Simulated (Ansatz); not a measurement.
A series at In: from `[Br][In]([Br])[Br]`, ligands are replaced one by one, each step taking up HCl and setting free HBr; n counts the steps. Ansatz, PBE0-D4/def2-TZVP geometries.

| n | molecule | HOMO energy, ωB97M-V/def2-TZVPP (eV) |
| --- | --- | --- |
| 0 | `[Br][In]([Br])[Br]` | -10.96 |
| 1 | `[Cl][In]([Br])[Br]` | ? |
| 2 | `[Cl][In]([Cl])[Br]` | -11.19 |
| 3 | `[Cl][In]([Cl])[Cl]` | -11.74 |

Question: By hand: fit a straight line y = ȳ + b (n − n̄) to the 3 given rows and predict n = 1.

Answer: n̄ = 1.667, ȳ = -11.297; Σ(n − n̄)(y − ȳ) = -1.117, Σ(n − n̄)² = 4.667, so b = -0.239 eV a step. Prediction: -11.297 + (-0.239) × (-0.667) = -11.14 eV.

Question: By hand: compare with the computed value, -11.05 eV, and give the steps along the whole series.

Answer: The line misses by 0.09 eV (computed minus predicted). Steps: -0.09, -0.14, -0.55 eV.

One step carries most of the change, so a line is a poor guide. The highest orbital can change its character along such a series. The miss is 11.5 % of the series' range.

Spin–orbit coupling is left out; it splits and shifts lone-pair levels of the heavy atoms by tenths of an eV.
